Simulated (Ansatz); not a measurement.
```yaml
crystal:
  periodic: [false, false, false]
  atoms:
    - {symbol: C, position_ang: [-1.882037, -2.882506, -1.831320]}
    - {symbol: C, position_ang: [-0.725834, -2.122689, -1.205211]}
    - {symbol: C, position_ang: [-1.074669, -0.682512, -0.868536]}
    - {symbol: C, position_ang: [0.075080, 0.085026, -0.237574]}
    - {symbol: C, position_ang: [-0.286745, 1.522975, 0.098143]}
    - {symbol: C, position_ang: [0.858057, 2.363116, 0.648967]}
    - {symbol: D, position_ang: [1.372937, 1.920574, 2.015991]}
    - {symbol: C, position_ang: [2.257956, 0.710195, 1.988180]}
    - {symbol: O, position_ang: [2.236802, -0.180650, 2.792483]}
    - {symbol: H, position_ang: [-1.606737, -3.913504, -2.064670]}
    - {symbol: H, position_ang: [-2.208911, -2.407369, -2.760732]}
    - {symbol: H, position_ang: [-2.743313, -2.913233, -1.157923]}
    - {symbol: H, position_ang: [0.134434, -2.134974, -1.884655]}
    - {symbol: H, position_ang: [-0.397269, -2.635300, -0.293952]}
    - {symbol: H, position_ang: [-1.935609, -0.668060, -0.188293]}
    - {symbol: H, position_ang: [-1.401881, -0.164963, -1.779341]}
    - {symbol: H, position_ang: [0.934048, 0.076233, -0.920980]}
    - {symbol: H, position_ang: [0.396712, -0.446656, 0.664575]}
    - {symbol: H, position_ang: [-0.670235, 2.009798, -0.805842]}
    - {symbol: H, position_ang: [-1.114750, 1.529506, 0.817707]}
    - {symbol: H, position_ang: [0.528419, 3.402853, 0.725795]}
    - {symbol: H, position_ang: [1.690480, 2.363971, -0.066400]}
    - {symbol: H, position_ang: [2.003079, 2.720396, 2.430151]}
    - {symbol: H, position_ang: [0.562015, 1.749457, 2.728725]}
    - {symbol: H, position_ang: [2.997987, 0.698327, 1.154685]}
basis:
  gaussian: {orbitals: x2c-TZVPPall}
hamiltonian: {xc: {name: B2GP-PLYP}}
output: {forces: true}
```

```sh
$ ansatz run in.yaml --threads 4 --pin off --events-out ev --progress --plain --max-ram 41984MiB --backend cpu
```

It prints (some lines left out):

```
Error: YAML parse error: error: line 10 column 16: `D` is not an element symbol (H … Og, case-exact)
 8 |     - {symbol: C, position_ang: [-0.286745, 1.522975, 0.098143]}
 9 |     - {symbol: C, position_ang: [0.858057, 2.363116, 0.648967]}
10 |     - {symbol: D, position_ang: [1.372937, 1.920574, 2.015991]}
11 |     - {symbol: C, position_ang: [2.257956, 0.710195, 1.988180]}
12 |     - {symbol: O, position_ang: [2.236802, -0.180650, 2.792483]}
```

What is wrong with this run?

An element symbol is wrong. The program refused the input.
